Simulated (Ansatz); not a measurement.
One geometry of Li₅H₄⁺, several levels of theory.

```yaml
crystal:
  periodic: [false, false, false]
  atoms:
    - {symbol: Li, position_ang: [0.862692, -2.292734, -0.253094]}
    - {symbol: Li, position_ang: [-1.006871, 2.238657, 0.198905]}
    - {symbol: Li, position_ang: [0.605226, 0.480980, -2.338012]}
    - {symbol: Li, position_ang: [0.215830, 0.080937, 0.081097]}
    - {symbol: Li, position_ang: [-0.750788, -0.535592, 2.283282]}
    - {symbol: H, position_ang: [-0.848105, 0.958433, 1.379541]}
    - {symbol: H, position_ang: [0.894690, -0.940933, -1.362003]}
    - {symbol: H, position_ang: [0.152246, -1.491941, 1.130273]}
    - {symbol: H, position_ang: [-0.124920, 1.502183, -1.119999]}
basis:
  gaussian: {orbitals: def2-TZVP, initial_orbitals: start.molden}
total_charge: 1
hamiltonian: {xc: {name: wB97M-V}}
scf: {omitted_lower_state_checks: [starts]}
output: {orbitals: {seedname: orbitals}}
```

The file start.molden holds the orbitals of an earlier run on this structure, at another level or in another basis.

```sh
$ ansatz run in.yaml --threads 4 --pin off --events-out ev --progress --plain --max-ram 3916MiB
```

It prints (some lines left out):

```
Functional definition: wB97M-V
821 factors; their error is unknown
374 factors; integrals over basis functions are off by at most 4.0e-5 eV
mean field evaluation 1: about -1084.0478 eV, gradient 6.7e0 eV
mean field evaluation 2: about -1084.1261 eV, gradient 4.7e-2 eV
mean field evaluation 4: about -1084.1215 eV, gradient 2.1e-5 eV
mean field -1084.12150702 eV, -39.8407305389 hartree, gradient 5.0e-5 eV, S^2 0.000000; 0 other end points of the search recorded, 0 dependent functions left out
reference -1084.12157454 eV, -39.8407330204 hartree; 9, 9 occupied and 85, 85 virtual orbitals, 821 factors
Total energy: -1084.12157454 eV, -39.8407330204 hartree
Checks for a lower state left out: starts
```

Hardware: 4 threads of Arm Neoverse V1 on a shared host. Wall time 3 s.

The first input with `correlation: {method: mp2}` and without the key `hamiltonian` (abridged; 0.3 s):

```
Functional definition: HF
mean field -1074.55146799 eV, -39.4890380914 hartree, gradient 6.7e-7 eV, S^2 0.000000
second order -6.67577110 eV of doubles, -0.00000000 eV of singles
Total energy: -1081.22723909 eV, -39.7343681544 hartree
Checks for a lower state left out: starts
```

The first input with `hamiltonian: {xc: pbe}`, `correlation: {method: rpa}` and without the key `output` (abridged; 1.3 s):

```
Functional definition: PBE
mean field -1081.91021717 eV, -39.7594671360 hartree, gradient 2.9e-6 eV, S^2 0.000000
Total energy: -1089.01760554 eV, -40.0206588410 hartree
Checks for a lower state left out: starts
```

First input, but with `hamiltonian: {xc: r2scan, dispersion: d4}` (abridged; 1.3 s):

```
Functional definition: r2SCAN
mean field -1084.82594737 eV, -39.8666182444 hartree, gradient 7.3e-5 eV, S^2 0.000000
Total energy: -1084.85447106 eV, -39.8676664706 hartree
Checks for a lower state left out: starts
```

As the first input, with `hamiltonian: {xc: {name: PBE-QIDH}}` and without the key `output` (abridged; 0.96 s):

```
Functional definition: PBE-QIDH
mean field -1080.73830646 eV, -39.7164002115 hartree, gradient 2.2e-6 eV, S^2 0.000000
second order -7.21148012 eV of doubles, -0.00000000 eV of singles
Total energy: -1083.14214768 eV, -39.8047397471 hartree
Checks for a lower state left out: starts
```

First input, but with `hamiltonian: {xc: lda}` (abridged; 0.51 s):

```
Functional definition: SPW92
mean field -1065.21224285 eV, -39.1458278981 hartree, gradient 4.9e-6 eV, S^2 0.000000
Total energy: -1065.21229772 eV, -39.1458299144 hartree
Checks for a lower state left out: starts
```

As the first input, with `gaussian: {orbitals: 6-31G}`, `hamiltonian: {xc: {name: B3LYP}, dispersion: d4}` (abridged; 0.71 s):

```
Functional definition: B3LYP
mean field -1086.42622249 eV, -39.9254272704 hartree, gradient 1.2e-5 eV, S^2 0.000000
Total energy: -1086.59112597 eV, -39.9314873613 hartree
Checks for a lower state left out: starts
```

Geometry: PBE0-D4/def2-TZVP.

B3LYP takes the VWN-RPA correlation. Correlated methods freeze no core orbitals; core or outer-core shells of Li are correlated, in sets that lack core-valence functions. The structure comes from a short search, and lower isomers may exist.
